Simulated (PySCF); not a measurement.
Ca (SMILES [Ca+]), charge +1, doublet; DF-HF/6-31G** (PySCF).

PySCF was given this input:
```python
from pyscf import gto, scf

mol = gto.Mole()
mol.atom = '''
    Ca    0.000000    0.000000    0.000000
'''
mol.basis = '6-31g**'
mol.charge = 1
mol.spin = 1
mol.verbose = 4
mol.build()

mf = scf.UHF(mol)
mf = mf.density_fit(auxbasis='def2-universal-jkfit')
mf.kernel()
```

**Question.** What does PySCF print? Leave out banner, timings and long lists.

**Answer.** 
```
PySCF version 2.14.0

[INPUT] verbose = 4
[INPUT] num. atoms = 1
[INPUT] num. electrons = 19
[INPUT] charge = 1
[INPUT] spin (= nelec alpha-beta = 2S) = 1
[INPUT] symmetry False subgroup None
[INPUT] Mole.unit = angstrom
[INPUT] Symbol           X                Y                Z      unit          X                Y                Z       unit  Magmom
[INPUT]  1 Ca     0.000000000000   0.000000000000   0.000000000000 AA    0.000000000000   0.000000000000   0.000000000000 Bohr   0.0

nuclear repulsion = 0
number of shells = 10
number of NR pGTOs = 75
number of NR cGTOs = 22
basis = 6-31g**
ecp = {}

******** <class 'pyscf.df.df_jk.DFUHF'> ********
method = DFUHF
initial guess = minao
damping factor = 0
level_shift factor = 0
DIIS = <class 'pyscf.scf.diis.CDIIS'>
diis_start_cycle = 1
diis_space = 8
diis_damp = 0
SCF conv_tol = 1e-09
SCF conv_tol_grad = None
SCF max_cycles = 50
direct_scf = False
number electrons alpha = 10  beta = 9
Set gradient conv threshold to 3.16228e-05
******** <class 'pyscf.df.df.DF'> ********
auxbasis = def2-universal-jkfit
init E= -676.667860637536

cycle= 1 E= -676.513399039835  delta_E= 0.154  |g|= 0.0445  |ddm|= 0.724
cycle= 2 E= -676.518665299854  delta_E= -0.00527  |g|= 0.014  |ddm|= 0.357
cycle= 3 E= -676.519423499861  delta_E= -0.000758  |g|= 0.00341  |ddm|= 0.185
cycle= 4 E= -676.519468785481  delta_E= -4.53e-05  |g|= 8.22e-05  |ddm|= 0.0596
cycle= 5 E= -676.51946880009  delta_E= -1.46e-08  |g|= 7.44e-06  |ddm|= 0.000968
cycle= 6 E= -676.51946880016  delta_E= -7.05e-11  |g|= 9.62e-07  |ddm|= 4.99e-05
Extra cycle  E= -676.519468800161  delta_E= -5.68e-13  |g|= 2.41e-07  |ddm|= 2.96e-06
converged SCF energy = -676.519468800161  <S^2> = 0.75017129  2S+1 = 2.0001713
```
